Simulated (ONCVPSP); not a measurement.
## phosphorus (P): ONCV pseudisation with PBE, scalar-relativistic reference atom.

P, optimised norm-conserving Vanderbilt (ONCV), made with ONCVPSP 4.0.1 (PBE, scalar-relativistic). Core [He], reference 2s2 2p6 3s1 3p4. Waves: 2s+3s: rc 0.85 bohr, ncon 3, nbas 7, qcut 11.4 1/bohr, 2 projectors; 2p+3p: rc 0.80 bohr, ncon 4, nbas 8, qcut 15.6 1/bohr, 2 projectors. Local part: polynomial inside 0.60 bohr (lpopt 5, dvloc0 1 Ha). Core correction: Teter function fitted to the true core (icmod 2), fcfact 0.35.

* Cutoffs needed: 108 Ha and 127 Ha (the cutoffs (Ha) at which the residual kinetic energy of the hardest occupied pseudo-wave falls to 1 and 0.1 mHa per electron)
* Ghost test: no bound ghost flagged; no localised positive-energy state flagged
* Largest excitation error: +552 meV (all-electron minus pseudo) for 2s2 2p5 3s2 3p3, out of 4 test configurations
* rms error of d²Exc/dni dnj: 1.52 mHa without and 2.16 mHa with the model core
